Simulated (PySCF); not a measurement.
Potential energy curve for CH₃N, SMILES C=N, singlet. The C1–N4 bond (C1 also carries H, H; N4 carries H) is stretched with both fragments frozen at the PBE0/def2-TZVP optimised geometry.

Methods: UHF/cc-pVDZ (PySCF); RHF/cc-pVDZ (PySCF); UKS-BLYP = unrestricted BLYP/cc-pVDZ in PySCF; RKS-BLYP = restricted BLYP/cc-pVDZ run with PySCF 2.14.0; UKS-LDA (SVWN5) = PySCF with unrestricted LDA (SVWN5)/cc-pVDZ; RKS-LDA (SVWN5) = restricted LDA (SVWN5)/cc-pVDZ (PySCF 2.14.0); UKS-M06-2X = unrestricted M06-2X/cc-pVDZ (PySCF 2.14.0); RKS-M06-2X = restricted M06-2X/cc-pVDZ (PySCF).

Scanned distances (Å): 1.00, 1.08, 1.13, 1.18, 1.23, 1.26, 1.30, 1.34, 1.40, 1.48, 1.58, 1.69, 1.89, 2.07, 2.26, 2.55, 2.74, 3.08, 3.41, 3.75, 4.40.

Task: Where does the unrestricted solution first break spin symmetry (<S²> of 0.01 or more)?

Result: UHF: between 1.26 and 1.30 Å; UKS-BLYP: between 1.69 and 1.89 Å; UKS-LDA (SVWN5): between 1.69 and 1.89 Å; UKS-M06-2X: between 1.58 and 1.69 Å.

```csv
R / Å,<S²> UHF,E(RHF) − E(UHF) / eV,<S²> UKS-BLYP,E(RKS-BLYP) − E(UKS-BLYP) / eV,<S²> UKS-LDA (SVWN5),E(RKS-LDA (SVWN5)) − E(UKS-LDA (SVWN5)) / eV,<S²> UKS-M06-2X,E(RKS-M06-2X) − E(UKS-M06-2X) / eV
1.00,0.00,0.000,0.00,0.000,0.00,0.000,0.00,0.000
1.08,0.00,0.000,0.00,0.000,0.00,0.000,0.00,0.000
1.13,0.00,0.000,0.00,0.000,0.00,0.000,0.00,0.000
1.18,0.00,0.000,0.00,0.000,0.00,0.000,0.00,0.000
1.23,0.00,0.000,0.00,0.000,0.00,0.000,0.00,0.000
1.26,0.00,0.000,0.00,0.000,0.00,0.000,0.00,0.000
1.30,0.14,0.019,0.00,0.000,0.00,0.000,0.00,0.000
1.34,0.28,0.084,0.00,0.000,0.00,0.000,0.00,0.000
1.40,0.45,0.247,0.00,0.000,0.00,0.000,0.00,0.000
1.48,0.62,0.553,0.00,0.000,0.00,0.000,0.00,0.000
1.58,0.77,1.016,0.00,0.000,0.00,0.000,0.00,0.000
1.69,0.90,1.576,0.00,0.000,0.00,0.000,0.40,0.066
1.89,1.27,2.636,0.43,0.089,0.15,0.006,0.83,0.557
2.07,1.61,3.283,0.72,0.290,0.59,0.137,1.12,1.124
2.26,1.81,3.635,1.00,0.544,0.91,0.364,1.49,1.808
2.55,1.94,3.913,1.47,1.006,1.39,0.804,1.82,2.460
2.74,1.98,4.012,1.68,1.320,1.62,1.117,1.91,2.621
3.08,2.01,4.108,1.88,1.798,1.86,1.621,1.97,2.766
3.41,2.02,4.153,1.96,—,1.95,—,1.99,2.821
3.75,2.02,4.177,1.99,—,1.99,—,2.00,2.837
4.40,2.03,4.199,2.01,—,2.01,—,2.01,2.846
```

Dashes: no converged value, or the column stops at the first point that the program doubted or that broke a chosen test of continuity, which isn't proof of a fault.
